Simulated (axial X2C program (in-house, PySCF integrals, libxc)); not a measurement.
Which molecule has these constants?

Calculated with an in-house all-electron X2C program for linear molecules (integrals from PySCF), spin-free (one-electron X2C) or two-component (2c: spin–orbit coupling with atomic mean-field Coulomb and Gaunt terms, which also bring small scalar terms), in Dyall basis sets with cores contracted in-house; open shells are unrestricted.

A two-component CCSD(T) calculation in a Dyall 3-zeta basis gave Re = 1.937 Å, ωe = 574.1 cm⁻¹, De = 1.57 eV, Ω = 0.

Which molecule is it?
A. SrCl⁻
B. CaCl⁻
C. MgCl⁻
D. BeCl⁻

D. The others have MgCl⁻ 2.381 Å and 307.6 cm⁻¹ (Ω = 0); CaCl⁻ 2.610 Å and 279.1 cm⁻¹ (Ω = 0); SrCl⁻ 2.751 Å and 230.4 cm⁻¹ (Ω = 0).

Frozen shells (counts by l): BeCl⁻ Cl 2s1p, Be 1s, 10 electrons correlated; MgCl⁻ Cl 2s1p, Mg 2s1p, 10 electrons correlated; CaCl⁻ Ca 3s2p, Cl 2s1p, 10 electrons correlated; SrCl⁻ Sr 4s3p1d, Cl 2s1p, 10 electrons correlated. Coupled cluster in natural virtuals with an MP2 remainder. Where the outer core of a metal is frozen, bonds come out longer and ionisation energies lower.

Each entry is the lowest single determinant of a limited PBE0 search at one distance. De goes to single-determinant-based atoms at the same level (for ions the charge split of lowest energy) and is withheld (n/a) where an atom does not fit its ground term or J level. Main or longest-lived isotopes.
